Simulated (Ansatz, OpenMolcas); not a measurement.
From OpenMolcas to Ansatz

OpenMolcas 26.06 runs this on doublet [BBrCl2]+:

test.inp:
```
* BBrCl2 Kohn-Sham DFT
>>> EXPORT MOLCAS_PRINT=2

&GATEWAY
  BasLib=$CurrDir
  Coord
  4
  angstrom
  Cl       0.582100       0.666000       1.510800
  B        0.037200      -0.038100       0.022100
  Cl       0.444300      -1.679200      -0.365600
  Br      -1.008100       0.991100      -1.187600
  Basis=cc-pVDZ
  Group=NoSym

&SEWARD
  GridInput
  Grid=UltraFine
  End of Grid

&SCF
  UHF
  Charge=1
  Spin=2
  KSDFT=SVWN5
  Thresholds=1e-10 1e-07 1e-07 1e-05
  PrOrbitals=1 1
```

```bash
$ export MOLCAS_MEM=1860
$ pymolcas test.inp > test.log
```

(Basis files named in the input come from the Basis Set Exchange and aren't shown.)

The coordinates come from a PBE0-D4/def2-TZVP relaxation. That shape belongs to the parent species and isn't relaxed for this state.

It gives a total energy of -3512.335900 Eh.

Question: Translate the job to Ansatz 0.2.0 as an input file of the program's own.

Answer: For example:

in.yaml:
```yaml
basis:
  gaussian: {orbitals: cc-pVDZ}
crystal:
  periodic: [false, false, false]
  atoms:
    - {symbol: Cl, position_ang: [0.582100, 0.666000, 1.510800]}
    - {symbol: B, position_ang: [0.037200, -0.038100, 0.022100]}
    - {symbol: Cl, position_ang: [0.444300, -1.679200, -0.365600]}
    - {symbol: Br, position_ang: [-1.008100, 0.991100, -1.187600]}
total_charge: 1
magnetization: {spin_polarized: true, initial_magnetization: 1}
hamiltonian: {xc: {name: SVWN5}}
accuracy: high
output: {orbitals: {seedname: orbitals}}
```

```bash
$ ansatz run in.yaml --threads 1 --pin off --max-ram 3480MiB --events-out events.jsonl --progress --plain --runs-dir runs
```

Its energy is -3512.335906 Eh, 0.006 mEh from the first.
